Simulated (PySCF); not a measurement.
Compound: C7H7NO.
Numbering: `[CH3:1][C:2](=[O:3])[c:4]1[cH:5][cH:6][cH:7][n:8][cH:9]1`

Definitions: NICS(0) = −σiso at the ring centroid; NICS(1) = −σiso and NICS(1)zz = −σzz at ±1 Å along the ring normal z. Level: GIAO B97-2/pcSseg-2 (PySCF, non-relativistic, gas phase) on the PBE0-D3(BJ)/def2-TZVP geometry, one conformer.

Ring bond lengths (Å): C4–C5 1.392, C5–C6 1.380, C6–C7 1.390, C7–N8 1.328, N8–C9 1.328, C9–C4 1.392.

What do the NICS probes read (ppm)?

| ring | type | NICS(0) | NICS(1), two faces | NICS(1)zz, two faces | rms pucker (Å) | centre to ring atoms, mean (Å) |
| --- | --- | --- | --- | --- | --- | --- |
| C4–C5–C6–C7–N8–C9 | 6-membered ring with N; formal bonds all aromatic | -7.0 | -9.9 / -9.9 | -27.5 / -27.5 | 0.00 | 1.37 |

What can be read from them?

- C4–C5–C6–C7–N8–C9: mean NICS(1)zz -27.5 ppm, shielded. For a flat ring without four-coordinate atoms the NICS criterion counts such a value as aromatic.

What does the geometric index give? HOMA = 1 − mean of α(R − Ropt)² over the ring bonds, with Krygowski's 1993 parameters (CC: Ropt 1.388 Å, α 257.7 Å⁻²; CN: Ropt 1.334 Å, α 93.52 Å⁻²).

- C4–C5–C6–C7–N8–C9: HOMA 0.99; the largest term is that of C5–C6, α(R − Ropt)² = 0.02. The geometric and the magnetic index point the same way.

At the second NICS(1) probe listed for ring C4–C5–C6–C7–N8–C9, 1 Å off the ring, how large is the induced field along the normal in 7.05 T applied along it?

NICSzz × B0 = -27.5 ppm × 7.05 T = -194 μT, against the applied field.

How do the values depend on the level or the medium?

| level | NICS(0), C4–C5–C6–C7–N8–C9 | mean NICS(1)zz, C4–C5–C6–C7–N8–C9 |
| --- | --- | --- |
| B97-2/pcSseg-2, gas | -7.0 | -27.5 |
| KT3/pcSseg-2, gas | -6.8 | -26.4 |
| PBE0/pcSseg-2, gas | -6.9 | -27.7 |
| wB97X-D/pcSseg-2, gas | -6.9 | -27.9 |
| WP04/pcSseg-2, IEF-PCM chloroform | -7.3 | -26.6 |
| wB97X-D/pcSseg-2, IEF-PCM chloroform | -6.7 | -27.8 |

The geometry is the same throughout; the continuum's cavity takes Bondi-type radii × 1.2.

Shape of the structure used: `[CH3:1][C:2](=[O:3])[c:4]1[cH:5][cH:6][cH:7][n:8][cH:9]1`: C1–C2–C4–C5 180°.
